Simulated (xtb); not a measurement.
In(H)(F)(vinyl) (C2H4FIn), SMILES [F][InH][CH]=C. All values are semi-empirical tight-binding results from xtb (GFN2-xTB unless named), good for trends rather than for accurate numbers. Geometry: GFN2-xTB. The values are those of a single conformer.

For metal compounds this method's bond lengths and energies can be far off.

```json
{
 "point_group_as_xtb_finds_it": "Cs",
 "orbital_gap": "3.58 eV",
 "zero_point_energy": "28.2 kcal/mol",
 "G − E(el) at 298.15 K (modified RRHO)": "8.3 kcal/mol"
}
```
